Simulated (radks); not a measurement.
Results of a calculation; reference values are marked as such.
Question: Coherent X-ray form factor from a spherical all-electron density. Level of theory: non-relativistic Kohn-Sham, LB94 model potential, spin-polarised, spherical densities, point nucleus (a radial shooting solver on a logarithmic mesh with Libxc functionals).

sin(theta)/lambda (1/angstrom),f0 (electrons)
0.05,42.793
0.1,42.182
0.15,41.200
0.2,39.897
0.25,38.337
0.3,36.592
0.4,32.829
0.5,29.122
0.6,25.817
0.8,20.874
1,17.727
1.25,14.936
1.5,12.519
2,8.564

The species is in the configuration that NIST lists as its ground one. Which atom or ion scatters so?

Answer: The caesium ion Cs12+, [Kr] 4d7. Extrapolating in s^2 from the first two rows gives f0(0) = 43.0, near the electron count 43; among species with that count, the fall with angle is slower the higher Z, and the table is that of Z = 55; from so few rows the species is fixed only to a neighbour or two.
